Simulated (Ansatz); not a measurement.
System: sum formula Si2H4Cl2, net charge 0, singlet state. SMILES: Cl[SiH2][SiH2]Cl
Geometry from a B3LYP-D3(BJ)/def2-TZVP (Ansatz, a first-principles code) optimisation:
```
Si
H 1 1.4783
H 1 1.4783 2 109.70
Cl 1 2.0766 2 108.35 3 -118.08
Si 1 2.3407 2 111.39 3 123.79
H 5 1.4783 1 111.39 2 57.59
H 5 1.4783 6 109.70 1 -123.79
Cl 5 2.0766 6 108.35 7 -118.08
```

Wanted: atomisation energy (electronic, to ground-state atoms); the coupled-cluster value holds the core correlation from cc-pwCVTZ, in eV. Cores are frozen in the correlated levels unless marked. UHF or UKS for open shells. Spin-orbit coupling is left out. No relativistic terms. Basis-set limits of correlation are two-point, X^-3; Hartree-Fock from the larger set.

Level to compare with: CCSD(T)/CBS(aug-cc-pV(T+d)Z,aug-cc-pV(Q+d)Z) plus the core term (Ansatz), 24.61 eV. It is a level with limits of its own, and the differences hold the functionals' basis error too.

Question: Rank these functionals by how close they come to CCSD(T)/CBS(aug-cc-pV(T+d)Z,aug-cc-pV(Q+d)Z), closest first: PBE0/def2-TZVPD (Ansatz); BLYP/def2-TZVPD (Ansatz); r2SCAN/def2-TZVPD (Ansatz); BHLYP/def2-TZVPD (Ansatz).

Answer: r2SCAN/def2-TZVPD (meta-GGA, 24.48 eV, difference -0.13), PBE0/def2-TZVPD (global hybrid, 24.06 eV, difference -0.55), BHLYP/def2-TZVPD (global hybrid, 23.71 eV, difference -0.90), BLYP/def2-TZVPD (GGA, 23.42 eV, difference -1.19)
